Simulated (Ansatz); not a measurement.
Ideal-gas functions of `[O]=[Cr](=[O])([F])[F]` at 298.15 K and 1 bar, from an Ansatz frequency run at PBE0-D4/def2-TZVP.

Molar mass 121.99 g/mol, point group C2v (symmetry number 2), electronic degeneracy 1, moments of inertia 111.07, 122.909, 135.018 u Å². Harmonic wavenumbers (cm⁻¹, unscaled): 228, 292, 309, 334, 436, 769, 817, 1151, 1152.

Use S(trans) = R[1.5 ln M + 2.5 ln T − 1.1517]; rotational temperatures θ = 24.2544 K / I; S(rot) = R[ln(√π/σ · √(T³/θAθBθC)) + 1.5]; for each mode x = 1.438777 ν̃/T, S = R[x/(eˣ − 1) − ln(1 − e⁻ˣ)] and H = RT x/(eˣ − 1); 1 cm⁻¹ = 0.0119627 kJ/mol; R = 8.31446 J/(mol·K).

**Question.** By hand: the entropy, in J/(mol·K).

**Answer.** Translation 168.8. Rotation: θ = 0.2184, 0.1973, 0.1796 K, giving 102.7. Vibration, mode by mode: 7.93, 6.12, 5.72, 5.19, 3.51, 0.98, 0.81, 0.21, 0.21, in all 30.7. Electronic 0.0. Sum 302.2 J/(mol·K).

**Question.** By hand: H − E and G − E in kJ/mol, counted from the electronic energy.

**Answer.** Zero-point energy ½ × 5488 × 0.0119627 = 32.8; thermal vibration 5.8; translation, rotation and pV give 4 RT = 9.9. H − E = 48.5 kJ/mol, and G − E = 48.5 − 298.15 × 302.2/1000 = -41.6 kJ/mol.

Vibration gives 10 % of the entropy.
